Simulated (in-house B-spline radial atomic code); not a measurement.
Cr¹²⁺. Computed with a B-spline radial atomic code. Model: all-electron spherical atom, spin shells full or empty, radial basis limit, no spin-orbit coupling: exact exchange with a local potential (Slater, KLI or optimised effective potential, whose far tail is KLI's), no correlation.

The run also made RPA and GW results, which its time includes.

The Slater potential averages the orbital exchange potentials with the orbital densities as weights, KLI adds orbital constants, and the optimised effective potential minimises the exact-exchange energy among local potentials. So their energies lie above Hartree-Fock in the order OEP, KLI, Slater. All fall off as −1/r, unlike LDA and GGA exchange.

Command:
```bash
python run_gw.py task.json out
```
Settings (nuclear radius in fm, other lengths in bohr, energies in hartree):
```
Z                      24
electrons              12
configuration          [Ne] 3s2
hamiltonian            x2c
method                 slater
lmax                   9
rms_radius             3.6452
spin_polarised         False
box_radius             5.84
intervals              96
ion_configuration      [Ne] 3s1
```

Cost of the run: 5.7 s on 1 thread of Arm Neoverse V1 (shared host).

Given: hamiltonian one-electron scalar X2C; mean-field start Slater potential.

Computed: energy above Hartree-Fock 80.895 millihartree.

```
radius (bohr)  r times exchange potential (hartree bohr)
      0.00208                                   -0.05255
       0.0025                                          ?
      0.00301                                  -0.075883
      0.00362                                  -0.091102
      0.00435                                   -0.10921
      0.00522                                   -0.13062
      0.00628                                          ?
      0.00754                                   -0.18664
      0.00906                                   -0.22236
       0.0109                                   -0.26443
       0.0131                                    -0.3129
       0.0157                                   -0.36745
       0.0189                                   -0.43035
       0.0227                                   -0.49886
       0.0273                                   -0.57284
       0.0328                                   -0.64895
       0.0394                                   -0.72375
       0.0474                                   -0.79258
        0.057                                   -0.84739
       0.0685                                   -0.87958
       0.0823                                   -0.88377
       0.0989                                   -0.87378
        0.119                                   -0.89301
        0.143                                   -0.97293
        0.172                                    -1.0985
        0.206                                    -1.2297
        0.248                                    -1.3409
        0.298                                     -1.405
        0.358                                    -1.4068
         0.43                                    -1.3151
        0.517                                    -1.1059
        0.621                                   -0.94807
        0.747                                   -0.93682
        0.897                                   -0.96812
         1.08                                   -0.98993
          1.3                                   -0.99806
         1.56                                   -0.99985
```

Q: What belongs in the row 0.0025?

A: r times exchange potential (hartree bohr): -0.063107.

Q: What belongs in the row 0.00628?

A: r times exchange potential (hartree bohr): -0.15642.

```
occupied  level (hartree)  Hartree-Fock level (hartree)
      1s          -233.07                       -234.79
      2s                ?                             ?
      2p           -34.57                       -34.366
      3s          -13.174                       -12.928
```

Q: What belongs in the row 2s?

A: level (hartree): -38.301; Hartree-Fock level (hartree): -38.698.

```json
{"empty": "3p", "level (hartree)": "-12.081"}
{"empty": "3d", "level (hartree)": "-10.565"}
{"empty": "4s", "level (hartree)": "-6.7225"}
{"empty": "4p", "level (hartree)": "?"}
{"empty": "4d", "level (hartree)": "-5.7387"}
{"empty": "4f", "level (hartree)": "-5.3481"}
```

Q: What belongs in the row 4p?

A: level (hartree): -6.3011.

The highest level, 3s, differs from Hartree-Fock by -6.7 eV and the deepest, 1s, by +47 eV: the Slater potential lacks the response part and is deeper than the optimised one throughout, so the top level comes too deep.
